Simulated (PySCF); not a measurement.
Compound: C7H8O2S2.
Bonds: C1–S2, S2–O3 (double), S2–O4 (double), S2–C5, C5–C6 (aromatic), C6–C7 (aromatic), C7–C8 (aromatic), C8–C9 (aromatic), C9–C10 (aromatic), C10–S11, C5–C10 (aromatic). Hydrogens: H12, H13, H14 on C1; H15 on C6; H16 on C7; H17 on C8; H18 on C9; H19 on S11.

NICS = −σ at a ghost point: NICS(0) at the centroid of the ring atoms, NICS(1) 1 Å to either side along the normal of their mean plane, zz for the tensor component along that normal. Level: GIAO PBE0/pcSseg-1 (PySCF, non-relativistic, gas phase) on the GFN2-xTB geometry, one conformer.

Ring bond lengths (Å), with Mayer bond orders in brackets: C5–C6 1.383 (1.42), C6–C7 1.383 (1.43), C7–C8 1.389 (1.41), C8–C9 1.380 (1.47), C9–C10 1.396 (1.39), C10–C5 1.391 (1.26).

What do the NICS probes read (ppm)?

```tsv
ring	type	NICS(0)	NICS(1), two faces	NICS(1)zz, two faces	rms pucker (Å)	centre to ring atoms, mean (Å)
C5–C6–C7–C8–C9–C10	6-membered carbocycle; formal bonds all aromatic	-8.3	-10.8 / -10.6	-25.2 / -25.1	0.00	1.39
```

What do they say, and how far can they be read as aromaticity?

- C5–C6–C7–C8–C9–C10: mean NICS(1)zz -25.2 ppm, shielded. The ring is flat and has no four-coordinate atom; by the NICS criterion it is aromatic.

What does the geometric index give? HOMA = 1 − mean of α(R − Ropt)² over the ring bonds, with Krygowski's 1993 parameters (CC: Ropt 1.388 Å, α 257.7 Å⁻²).

- C5–C6–C7–C8–C9–C10: HOMA 0.99 = 1 − EN − GEO, with mean bond length 1.387 Å, EN = α(Ropt − mean)² = 0.000 and GEO = α × variance = 0.007. The geometric and the magnetic index point the same way.

At the second NICS(1) probe listed for ring C5–C6–C7–C8–C9–C10, 1 Å off the ring, how large is the induced field along the normal in 1 T applied along it?

NICSzz × B0 = -25.1 ppm × 1 T = -25 μT, against the applied field.

List the ring angles and the Hirshfeld charges of the ring atoms.

- C5–C6–C7–C8–C9–C10: C5 120.8° (-0.047 e), C6 120.4° (-0.041 e), C7 119.3° (-0.046 e), C8 120.5° (-0.029 e), C9 120.6° (-0.052 e), C10 118.5° (-0.010 e); sum 720.0° against 720° for a flat convex ring.

How shielded are the nuclei of the rings and their hydrogens (means over atoms taken as equivalent)?

```json
{"atoms": "C5", "environment": "substituted aromatic carbon", "σ isotropic (ppm)": "46.7", "principal values of the symmetric part, first atom (ppm)": "-29.1, 35.2, 133.9"}
{"atoms": "C6", "environment": "aromatic CH carbon", "σ isotropic (ppm)": "52.2", "principal values of the symmetric part, first atom (ppm)": "-50.4, 26.3, 180.8"}
{"atoms": "C7", "environment": "aromatic CH carbon", "σ isotropic (ppm)": "57.8", "principal values of the symmetric part, first atom (ppm)": "-45.8, 41.6, 177.6"}
{"atoms": "C8", "environment": "aromatic CH carbon", "σ isotropic (ppm)": "47.6", "principal values of the symmetric part, first atom (ppm)": "-62.9, 29.8, 175.9"}
{"atoms": "C9", "environment": "aromatic CH carbon", "σ isotropic (ppm)": "51.4", "principal values of the symmetric part, first atom (ppm)": "-51.5, 43.7, 162.1"}
{"atoms": "C10", "environment": "substituted aromatic carbon", "σ isotropic (ppm)": "41.0", "principal values of the symmetric part, first atom (ppm)": "-38.1, -0.2, 161.5"}
{"atoms": "H15", "environment": "aromatic hydrogen", "σ isotropic (ppm)": "23.55", "principal values of the symmetric part, first atom (ppm)": "18.7, 22.6, 29.4"}
{"atoms": "H16", "environment": "aromatic hydrogen", "σ isotropic (ppm)": "24.27", "principal values of the symmetric part, first atom (ppm)": "20.6, 25.3, 26.9"}
{"atoms": "H17", "environment": "aromatic hydrogen", "σ isotropic (ppm)": "24.02", "principal values of the symmetric part, first atom (ppm)": "20.6, 24.7, 26.7"}
{"atoms": "H18", "environment": "aromatic hydrogen", "σ isotropic (ppm)": "24.06", "principal values of the symmetric part, first atom (ppm)": "19.6, 23.2, 29.4"}
```

Hardware: an Arm Neoverse V2 with one thread, no GPU, on a shared host. Cost: 52 s wall. This is the whole shielding run at PBE0/pcSseg-1, SCF included.

The values belong to the conformer `[CH3:1][S:2](=[O:3])(=[O:4])[c:5]1[cH:6][cH:7][cH:8][cH:9][c:10]1[SH:11]`: C1–S2–C5–C6 103°, H–S11–C10–C9 162°.
